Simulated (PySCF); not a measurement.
Dipole moment and polarisability of (F)2Ti(OSiH2)2O

(F)2Ti(OSiH2)2O (singlet state).
Geometry (PBE0-D3(BJ)/def2-SVP, Å), atoms numbered from 1 in this order:
```
atom  x, y, z in Å
Ti1    0.2415   -1.6074    0.8876
F2    -0.2207   -1.8495    2.5498
F3     0.9204   -3.0620    0.2101
O4     1.3606   -0.2374    0.7375
Si5    1.2912    1.2682    0.0010
O6    -0.1913    1.3635   -0.7399
Si7   -1.5050    0.3631   -0.9076
O8    -1.1422   -1.0439   -0.0698
H9     1.3990    2.3242    1.0380
H10    2.3665    1.3612   -1.0172
H11   -2.6983    0.9995   -0.2972
H12   -1.7063    0.0376   -2.3413
```

Level: PBE0/def2-SVPD (PySCF), static field, nuclei fixed, core orbitals frozen in the response. The polarisability tensor in these axes (au):

```
x   86.06  1.25  4.53
y    1.25 91.41 -7.16
z    4.53 -7.16 81.17
```

Give the principal values, the mean and the anisotropy Δα = √{½[(α1 − α2)² + (α2 − α3)² + (α1 − α3)²]}.

Principal values 75.48, 87.95 and 95.21 au; mean 86.21 au = 12.78 Å³ = 14.21 × 10⁻⁴⁰ C²·m²/J; Δα = 17.28 au (20 % of the mean).

What is the dipole moment, and where does it point?

(-0.28, 2.15, -1.21) D, 2.48 D in size, pointing from the negative to the positive side. Measured along this direction, the outermost atoms are F3 and F2 at the negative end and O6 at the positive end.

What depolarisation ratio follows for Rayleigh scattering of linearly polarised light, taking the static tensor?

ρ = 3Δα²/(45ᾱ² + 4Δα²) = 895.8/(334480 + 1194.3) = 0.00267.

Sum over states: ᾱ = Σ f/ω², ω in Eh. What share falls to these 15 lowest TDDFT singlets (eV, f)? 5.57, 0.0019; 5.72, 0.0174; 5.78, 0.0002; 6.09, 0.0269; 6.39, 0.0003; 6.44, 0.0117; 6.52, 0.0001; 6.60, 0.0023; 6.64, 0.0009; 6.71, 0.0235; 6.80, 0.0000; 6.87, 0.0000; 6.90, 0.0109; 7.11, 0.0010; 7.12, 0.0256.

They add up to 2.20 au, 2.5 % of the 86.21 au; the largest single term is 0.54 au, from the state at 6.09 eV. Terms in order: 0.05, 0.39, 0.00, 0.54, 0.01, 0.21, 0.00, 0.04, 0.01, 0.39, 0.00, 0.00, 0.17, 0.01, 0.37 au. Higher excitations give the rest. The strengths listed sum to 0.123.

Orientational against electronic polarisability at 273 K (dilute gas, rigid molecules)?

In Gaussian units μ²/3kT = 54.49 Å³ against 12.78 Å³, a ratio of 4.27; the Debye molar polarisation (4π/3)N_A(α + μ²/3kT) is 169.7 cm³/mol, leaving out the vibrational part.

Geometry: PBE0-D3(BJ)/def2-SVP; no solvent, vibrations or thermal averaging.
